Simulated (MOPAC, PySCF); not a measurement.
[Ti(NH2)(H)3], neutral singlet in the gas phase. 

Z-matrix (Å, degrees):
```
Ti
N 1 1.8401
H 2 1.0300 1 124.62
H 2 1.0300 3 110.56 1 179.55
H 1 1.7114 2 102.10 3 88.61
H 1 1.7212 5 109.35 2 116.12
H 1 1.7214 5 109.62 2 -116.54
```
Charge 0, spin multiplicity 1.

All levels are single points at this geometry (BP86-D3(BJ)/def2-SVP); Pople sets use spherical d functions. Orbital energies aren't observables, and empty levels follow the basis.

| level | HOMO (eV) | LUMO (eV) | gap (eV) | dipole (D) | vertical IE, Delta-SCF (eV) |
|---|---|---|---|---|---|
| B3LYP-D3(BJ)/def2-TZVP in PySCF | -8.00 | -2.67 | 5.32 | 2.24 | – |
| TPSSh-D3(BJ)/def2-TZVP in PySCF | -7.56 | -3.02 | 4.54 | 2.31 | – |
| BP86/6-31G* (LANL2DZ on Ti) in PySCF | -7.06 | -3.99 | 3.07 | 2.91 | – |
| PBE/6-31G* (LANL2DZ on Ti) in PySCF | -6.93 | -3.89 | 3.04 | 2.90 | – |
| HF/6-31G* (LANL2DZ on Ti) in PySCF | -11.81 | 0.68 | 12.49 | 2.55 | 10.05 |
| PM6 in MOPAC | -8.73 | -3.00 | 5.74 | 2.91 | – |
